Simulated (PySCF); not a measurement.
Structure with atom numbers: `[CH2:1]=[CH:2][Si@H:3]1[CH2:4][CH2:5][P@H:6](=[O:7])[CH2:8][CH2:9]1`; H(Xn) means a hydrogen on atom n. Ha(C4), Ha(C5), Ha(C8), Ha(C9) are cis to C2 on the ring; Ha(C1) is cis to Si3; Hb(C4), Hb(C5), Hb(C8), Hb(C9) are trans to C2 on the ring; Hb(C1) is trans to Si3.

PySCF calculation with σ from GIAO-PBE0/pcSseg-1 and GFN2-xTB structure; isolated molecule, fast rotation and ring inversion assumed for equivalent nuclei, one computed conformer, non-relativistic.

Scale: ¹³C (σ = 186.93 ppm) and ¹H (σ = 31.72 ppm) and ²⁹Si (σ = 349.16 ppm) against TMS; ³¹P (σ = 318.38 ppm) against H3PO4; ¹⁷O (σ = 336.08 ppm) vs H2O (reference shieldings calculated alike).

```tsv
atoms	nucleus	count	δ (ppm)
Ha(C1)	¹H	1	5.97
H(P6)	¹H	1	?
H(Si3)	¹H	1	4.32
Si3	²⁹Si	1	?
Hb(C4)/Hb(C9)	¹H	2	1.19
Hb(C1)	¹H	1	6.51
Ha(C5)/Ha(C8)	¹H	2	2.40
C1	¹³C	1	142.8
P6	³¹P	1	?
H(C2)	¹H	1	6.52
C2	¹³C	1	141.5
C5/C8	¹³C	2	?
Hb(C5)/Hb(C8)	¹H	2	?
C4/C9	¹³C	2	8.4
O7	¹⁷O	1	104.5
Ha(C4)/Ha(C9)	¹H	2	0.84
```

Problem. Fill in the missing shifts.

Solution. 
- C5/C8: 29.8 ppm, sp3 CH2 bonded to P
- H(P6): 7.09 ppm, hydrogen on a phosphorus bonded to 2 C, O, in a 6-membered ring
- Hb(C5)/Hb(C8): 1.87 ppm, hydrogen on an sp3 CH2 bonded to P
- Si3: -30.3 ppm, silicon bonded to 3 C, H, in a 6-membered ring
- P6: 7.4 ppm, phosphorus bonded to 2 C, O, H, in a 6-membered ring

Shifts are as computed. Against solution values, carbons near 30 ppm lie about +3 ppm off and those near 130 ppm about +5 ppm. Of 1211 compounds with measured shifts, 218 miss one by over three times the rms of a fit or turn the order of signals round; such compounds aren't used in these exercises. Experimental scales use liquid or dissolved standards, which lie at an offset from isolated H2O (liquid H2O: subtract about 36 ppm) and H3PO4.
